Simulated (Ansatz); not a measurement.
Start from `[CH3][Al]([Cl])[Br]` and change one atom or group to get `[OH][Al]([Cl])[Br]`.

Ansatz, PBE0-D4/def2-TZVP geometries, multiplicity 1. Each molecule was computed in one conformer, which needn't be the lowest.

Scalar relativity is left out up to krypton.

```tsv
property	`[CH3][Al]([Cl])[Br]`
HOMO energy (B3LYP/def2-TZVPP) / eV	-8.26
HOMO–LUMO gap (PBE0/def2-TZVPP) / eV	7.52
HOMO energy (ωB97M-V/def2-TZVPP) / eV	-10.73
HOMO energy (PBE0/def2-TZVPP) / eV	-8.53
size of the dipole moment (PBE/def2-TZVPP) / D	1.93
LUMO energy (ωB97M-V/def2-TZVPP) / eV	0.66
```

(1) What does the change do to each property? (Best estimate.)

## Answers

(1) Ansatz gave: 
| property | `[OH][Al]([Cl])[Br]` | shift |
| --- | --- | --- |
| HOMO energy (B3LYP/def2-TZVPP) / eV | -8.54 | -0.28 |
| HOMO–LUMO gap (PBE0/def2-TZVPP) / eV | 7.77 | 0.25 |
| HOMO energy (ωB97M-V/def2-TZVPP) / eV | -11.05 | -0.32 |
| HOMO energy (PBE0/def2-TZVPP) / eV | -8.83 | -0.30 |
| size of the dipole moment (PBE/def2-TZVPP) / D | 1.59 | -0.34 |
| LUMO energy (ωB97M-V/def2-TZVPP) / eV | 0.62 | -0.04 |

With PBE0 the HOMO falls by 0.30 eV and the LUMO falls by 0.06 eV, so the gap widens by about 0.24 eV. PBE moves the HOMO by -0.25 eV and ωB97M-V by -0.32 eV. Dipoles are sizes alone; their direction can turn.

B3LYP here is the variant with VWN-RPA as its local correlation; programs differ in this.

Spin–orbit coupling is left out; it splits and shifts lone-pair levels of the heavy atoms by tenths of an eV.
